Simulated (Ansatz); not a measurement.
[Si5]2- (Si₅²⁻), 5 atoms. Hardware: 4 threads of Arm Neoverse V2 on a shared host.

Correlated methods freeze 25 core orbitals. A multiply charged anion in the gas phase is held together partly by the finite basis. Removing one electron lowers the energy by 1.26 eV at PBE0-D4/def2-TZVPD, so it isn't bound.

Problem. How many basis functions does each of these Ansatz runs have, and roughly what does it cost? PBE0-D4/def2-SVP, charge -1 doublet at the geometry of the charge -2 singlet, energy with a search over starts; PBE0-D4/def2-TZVPD, charge -2 triplet at the geometry of the charge -2 singlet, energy; LDA (SPW92)/def2-TZVPD, charge -2 singlet, energy, from earlier orbitals; PBE0-D4/def2-SVP, charge -2 singlet, energy with a search over starts; r2SCAN-D4/def2-SVPD, charge -2 singlet, frequencies; B2PLYP/def2-TZVPD, charge -2 singlet, energy, from earlier orbitals; ωB97X-V/def2-TZVPD, charge -2 singlet, energy, from earlier orbitals; r2SCAN-D4/def2-SVPD, charge -2 singlet, relaxation, 5 steps; r2SCAN-D4/def2-TZVPD, charge -1 doublet at the geometry of the charge -2 singlet, energy, from earlier orbitals; r2SCAN-D4/def2-TZVPD, charge -2 triplet at the geometry of the charge -2 singlet, energy, from earlier orbitals; PBE0-D4/def2-TZVPD, charge -1 doublet at the geometry of the charge -2 singlet, energy, from earlier orbitals; PBE0-D4/def2-TZVPD, charge -2 singlet, energy, from earlier orbitals.

Solution. Other jobs shared the machine, so times can vary by a factor of up to 3. A dash marks memory too small to be measured apart from the calling script's.

| run | functions | fitting or Cholesky vectors | wall time | peak host memory (GiB) |
| --- | --- | --- | --- | --- |
| PBE0-D4/def2-SVP, charge -2 singlet, energy with a search over starts | 90 | 830 | 1.3 s | – |
| LDA (SPW92)/def2-TZVPD, charge -2 singlet, energy, from earlier orbitals | 215 | 1375 | 1.4 s | – |
| PBE0-D4/def2-TZVPD, charge -2 singlet, energy, from earlier orbitals | 215 | 1480 | 4.1 s | 0.69 |
| B2PLYP/def2-TZVPD, charge -2 singlet, energy, from earlier orbitals | 215 | 1316 | 6.5 s | 0.57 |
| r2SCAN-D4/def2-SVPD, charge -2 singlet, relaxation, 5 steps | 120 | 1140 | 10 s | – |
| ωB97X-V/def2-TZVPD, charge -2 singlet, energy, from earlier orbitals | 215 | 1420 | 11 s | 0.84 |
| PBE0-D4/def2-SVP, charge -1 doublet at the geometry of the charge -2 singlet, energy with a search over starts | 90 | 830 | 25 s | – |
| PBE0-D4/def2-TZVPD, charge -2 triplet at the geometry of the charge -2 singlet, energy | 215 | 1480 | 30 s | 1.4 |
| r2SCAN-D4/def2-SVPD, charge -2 singlet, frequencies | 120 | 1140 | 32 s | – |
| PBE0-D4/def2-TZVPD, charge -1 doublet at the geometry of the charge -2 singlet, energy, from earlier orbitals | 215 | 1480 | 40 s | 1.3 |
| r2SCAN-D4/def2-TZVPD, charge -2 triplet at the geometry of the charge -2 singlet, energy, from earlier orbitals | 215 | 1375 | 41 s | 0.79 |
| r2SCAN-D4/def2-TZVPD, charge -1 doublet at the geometry of the charge -2 singlet, energy, from earlier orbitals | 215 | 1375 | 72 s | 0.82 |
